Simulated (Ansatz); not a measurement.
Basis-set extrapolation for `C[CH2][Mg][NH2]` (PBE0-D4/def2-TZVP geometry, frozen core, the Gaussian-basis code of Ansatz). Multiplicity 1, RHF reference. For Mg the program correlates outer-core shells too, which these sets cover unevenly, so the extrapolated numbers aren't a true limit.

```
                      def2-TZVPP   def2-QZVPP
                 HF  -333.921310  -333.937041
    MP2 correlation    -0.784720    -0.864203
CCSD(T) correlation    -0.850409      not run
```

Energies in hartree. Use E(X) = E(∞) + A·exp(−7.88·√X) for Hartree–Fock and E(X) = E(∞) + B·X^(−2.97) for correlation, with X = 3 and 4, and add CCSD(T) minus MP2 of the smaller set to the MP2 limit.

Question: What is the CCSD(T) energy at the basis-set limit?

Answer: HF limit: -333.937041 + (-0.015731) × 0.13774 = -333.93921. MP2 limit: -0.864203 + (-0.079483) × 0.74074 = -0.92308. Higher-order term: -0.850409 − (-0.784720) = -0.06569. Total: -334.92798 hartree, 410.3 kJ/mol below CCSD(T)/def2-TZVPP.
